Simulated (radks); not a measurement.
Task: S+, configuration [Ne] 3s1.5 3p3.5 (fractional occupations, a model configuration). Calculated with a radial shooting solver on a logarithmic mesh with Libxc functionals: Dirac Kohn-Sham, exchange-only LDA, spin-unpolarised, spherical densities, finite nucleus; open shells are shared between the two j in proportion to 2j + 1; Fermi nuclear charge, rms radius 3.2611 fm. Some entries of the table are withheld. Estimate them.

orbital,occ.,eigenvalue (eV),<1/r> (bohr^-1)
1s1/2,2,(1),15.62
2s1/2,2,-221.2998,3.057
2p1/2,2,-167.8577,2.969
2p3/2,4,-166.5982,2.949
3s1/2,1.5,(2),0.8453
3p1/2,1.16667,(3),0.7181
3p3/2,2.33333,(4),0.7146

Result: 
(1) 1s1/2 eigenvalue (eV): -2407.198
(2) 3s1/2 eigenvalue (eV): -26.5975
(3) 3p1/2 eigenvalue (eV): -15.9310
(4) 3p3/2 eigenvalue (eV): -15.8296
